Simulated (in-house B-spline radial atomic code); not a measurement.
# How G0W0 and RPA depend on the start: Ge⁴⁺

Configuration [Ar] 3d10. Computed with an all-electron radial atomic-structure program (B-spline basis): all electrons, non-relativistic, point nucleus, each spin shell either full or empty, empty states to l = 9 with an (l + 1/2)⁻⁴ tail; G0W0 by contour deformation at full frequency.

```tsv
start	mean-field 3d (eV)	G0W0 (eV)	QP weight	RPA correlation (Eh)
Hartree-Fock	-93.03	-91.60	0.967	-1.9453
LDA VWN5	-78.91	?	?	?
PBE	-78.55	-91.40	0.935	-2.1245
PBE0	-82.47	-91.48	0.948	-2.0744
r2SCAN	-79.15	-91.13	0.941	-2.0902
HSE06	-82.01	-91.51	0.947	-2.0775
B3LYP (VWN-RPA)	-81.84	-91.57	0.945	-2.0866
SCAN	-79.12	-91.05	0.941	-2.0885
TPSS	-78.46	?	?	?
BHandHLYP	-86.37	-91.63	0.956	-2.03
CAM-B3LYP	-83.86	-91.80	0.950	-2.0706
LC-wPBE	-84.25	-92.04	0.952	-2.075
wB97X	-84.39	-91.61	0.955	-2.0609
PBEsol	-78.52	-91.45	0.936	-2.1254
BLYP	-78.50	-91.48	0.934	-2.1271
r2SCAN0	-82.94	-91.28	0.951	-2.0517
LDA exchange-only	-76.94	-91.83	0.931	-2.1302
```

Problem. What G0W0 level, weight and RPA correlation energy follow from the LDA VWN5 start?

Solution. G0W0 level -91.58 eV, weight 0.936, RPA correlation -2.1287 hartree.

Problem. What G0W0 level, weight and RPA correlation energy follow from the TPSS start?

Solution. G0W0 level -91.42 eV, weight 0.936, RPA correlation -2.1138 hartree.

Problem. How much of the dependence on the start does G0W0 remove?

Solution. The mean-field levels span 16.1 eV and the G0W0 levels 0.992 eV. Against 90.5 ± 0.019 eV (NIST, measured) the G0W0 removal energies are off by +0.55 to +1.54 eV, with relativity, Breit and QED terms left out.
